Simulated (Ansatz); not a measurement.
All numbers were calculated with Ansatz.

Basis-set series for `CC(=O)[SiH2][SiH3]`. Total charge 0; spin multiplicity 1. Geometry: relaxed with PBE0-D4/def2-TZVP. It is one conformer, not always the lowest.

```tsv
functional	basis	functions	energy (Eh)	HOMO (eV)	LUMO (eV)
PBE0-D4	def2-SVP	118	-734.49724	-6.80	-1.14
PBE0-D4	def2-TZVPP	289	-734.87654	-6.89	-1.31
ωB97M-V	def2-SVP	118	-734.78494	-9.04	1.10
ωB97M-V	def2-TZVPP	289	-735.17379	-9.15	0.85
```

(1) Give the rows for def2-QZVPP. (Best estimate.)

Results:

(1) The calculation gave: 
```json
{"functional": "PBE0-D4", "basis": "def2-QZVPP", "functions": "551", "energy (Eh)": "-734.90461", "HOMO (eV)": "-6.92", "LUMO (eV)": "-1.36"}
{"functional": "ωB97M-V", "basis": "def2-QZVPP", "functions": "551", "energy (Eh)": "-735.20038", "HOMO (eV)": "-9.18", "LUMO (eV)": "0.77"}
```

Positive LUMOs are unbound and depend on the basis.
